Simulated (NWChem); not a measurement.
All runs are NWChem calculations. System: C6H5N3, charge 1, spin multiplicity 2, at the geometry of a parent with another charge or spin, in a state set for the comparison that need not be this species' ground state. Its SCF solution wasn't tested for a lower state.

Job file:

```
start mol
memory heap 200 mb stack 900 mb global 1100 mb
charge 1
geometry units angstroms nocenter noautoz
  C      0.281904    -2.197427     0.000000
  C     -1.103663    -1.913246     0.000000
  C     -1.588707    -0.615315     0.000000
  C     -0.627283     0.404146     0.000000
  N     -0.664882     1.763368     0.000000
  N      0.573456     2.281089     0.000000
  N      1.428711     1.331761     0.000000
  C      0.755632     0.135149     0.000000
  C      1.226763    -1.186285     0.000000
  H      0.605943    -3.240520     0.000000
  H     -1.812482    -2.744808     0.000000
  H     -2.659962    -0.406238     0.000000
  H     -1.460959     2.387548     0.000000
  H      2.298587    -1.391638     0.000000
  symmetry group Cs
end
basis spherical
  * library def2-svp
end
dft
  xc b3lyp
  odft
  mult 2
  semidirect memsize 60000000 filesize 0
  iterations 100
end
task dft energy
```

The output up to the point where the run's verdict is printed (cleaned and shortened):

```
             Northwest Computational Chemistry Package (NWChem) 7.3.0
             --------------------------------------------------------

                                NWChem Input Module
                                -------------------

 Scaling coordinates for geometry "geometry" by  1.889725989
 (inverse scale =  0.529177249)

 Turning off AUTOSYM since
 SYMMETRY directive was detected!

                             Geometry "geometry" -> ""
                             -------------------------

 Output coordinates in angstroms (scale by  1.889725989 to convert to a.u.)

  No.       Tag          Charge          X              Y              Z
 ---- ---------------- ---------- -------------- -------------- --------------
    1 C                    6.0000     0.28190400    -2.19742700     0.00000000
    2 C                    6.0000    -1.10366300    -1.91324600     0.00000000
    3 C                    6.0000    -1.58870700    -0.61531500     0.00000000
    4 C                    6.0000    -0.62728300     0.40414600     0.00000000
    5 N                    7.0000    -0.66488200     1.76336800     0.00000000
    6 N                    7.0000     0.57345600     2.28108900     0.00000000
    7 N                    7.0000     1.42871100     1.33176100     0.00000000
    8 C                    6.0000     0.75563200     0.13514900     0.00000000
    9 C                    6.0000     1.22676300    -1.18628500     0.00000000
   10 H                    1.0000     0.60594300    -3.24052000     0.00000000
   11 H                    1.0000    -1.81248200    -2.74480800     0.00000000
   12 H                    1.0000    -2.65996200    -0.40623800     0.00000000
   13 H                    1.0000    -1.46095900     2.38754800     0.00000000
   14 H                    1.0000     2.29858700    -1.39163800     0.00000000

 Effective nuclear repulsion energy (a.u.)     407.4096464358

            Nuclear Dipole moment (a.u.)
            ----------------------------
        X                 Y               Z
 ---------------- ---------------- ----------------
    -0.0000037795     0.0000037795     0.0000000000
[...]
 d= 0,ls=0.5,diis    75   -395.2406871571 -1.80D-05  1.51D-06  1.16D-05   109.3
                                                     1.79D-05  1.83D-05
 d= 0,ls=0.5,diis    76   -395.2407027911 -1.56D-05  3.64D-05  1.68D-05   110.7
                                                     2.41D-05  2.03D-05
 d= 0,ls=0.5,diis    77   -395.2406669165  3.59D-05  4.45D-05  8.05D-05   112.1
                                                     3.62D-05  5.20D-05
 d= 0,ls=0.5,diis    78   -395.2405919006  7.50D-05  2.21D-05  1.87D-04   113.6
                                                     2.54D-05  1.10D-04
 d= 0,ls=0.5,diis    79   -395.2405471903  4.47D-05  1.08D-05  2.27D-04   115.0
                                                     2.02D-05  1.32D-04
 d= 0,ls=0.5,diis    80   -395.2405222389  2.50D-05  1.05D-05  2.32D-04   116.4
                                                     1.15D-05  1.34D-04
 d= 0,ls=0.5,diis    81   -395.2405349293 -1.27D-05  5.49D-06  1.81D-04   117.8
                                                     1.46D-05  1.05D-04
 d= 0,ls=0.5,diis    82   -395.2405175419  1.74D-05  2.65D-06  1.89D-04   119.2
                                                     1.29D-05  1.09D-04
 d= 0,ls=0.5,diis    83   -395.2405070964  1.04D-05  2.07D-05  1.84D-04   120.6
                                                     1.34D-05  1.06D-04
 d= 0,ls=0.5,diis    84   -395.2405401744 -3.31D-05  1.59D-05  1.19D-04   122.0
                                                     1.15D-05  7.08D-05
 d= 0,ls=0.5,diis    85   -395.2405634988 -2.33D-05  4.60D-05  8.55D-05   123.4
                                                     4.17D-05  5.32D-05
 d= 0,ls=0.5,diis    86   -395.2406277229 -6.42D-05  1.64D-05  1.97D-05   124.8
                                                     2.53D-05  1.98D-05
 d= 0,ls=0.5,diis    87   -395.2406556271 -2.79D-05  7.92D-06  1.46D-05   126.2
                                                     2.13D-05  1.84D-05
 d= 0,ls=0.5,diis    88   -395.2406773883 -2.18D-05  9.45D-06  1.52D-05   127.6
                                                     2.36D-05  1.91D-05
 d= 0,ls=0.5,diis    89   -395.2407027327 -2.53D-05  3.55D-06  1.29D-05   129.0
                                                     1.99D-05  1.85D-05
 d= 0,ls=0.5,diis    90   -395.2407218416 -1.91D-05  1.91D-06  1.65D-05   130.4
                                                     1.75D-05  2.02D-05
 d= 0,ls=0.5,diis    91   -395.2407374610 -1.56D-05  1.88D-06  2.20D-05   131.8
                                                     1.71D-05  2.26D-05
 d= 0,ls=0.5,diis    92   -395.2407536731 -1.62D-05  3.43D-06  2.56D-05   133.2
                                                     1.51D-05  2.43D-05
 d= 0,ls=0.5,diis    93   -395.2407657109 -1.20D-05  6.33D-06  3.29D-05   134.6
                                                     1.07D-05  2.81D-05
 d= 0,ls=0.5,diis    94   -395.2407692069 -3.50D-06  1.35D-05  4.77D-05   135.9
                                                     8.80D-06  3.49D-05
 d= 0,ls=0.5,diis    95   -395.2407581094  1.11D-05  1.35D-05  7.60D-05   137.3
                                                     8.71D-06  4.89D-05
 d= 0,ls=0.5,diis    96   -395.2407413629  1.67D-05  7.91D-06  1.05D-04   138.7
                                                     5.60D-06  6.36D-05
 d= 0,ls=0.5,diis    97   -395.2407301211  1.12D-05  5.03D-06  1.20D-04   140.1
                                                     4.42D-06  7.15D-05
 d= 0,ls=0.5,diis    98   -395.2407219013  8.22D-06  1.16D-05  1.28D-04   141.5
                                                     9.42D-06  7.59D-05
 d= 0,ls=0.5,diis    99   -395.2407412196 -1.93D-05  1.41D-05  9.86D-05   142.9
                                                     1.40D-05  5.99D-05
 d= 0,ls=0.5,diis   100   -395.2407654834 -2.43D-05  3.01D-06  7.28D-05   144.3
                                                     6.01D-06  4.68D-05
```

Convergence was not reached. The next line reads: Calculation failed to converge. NWChem stopped with the message: dft energy failed.
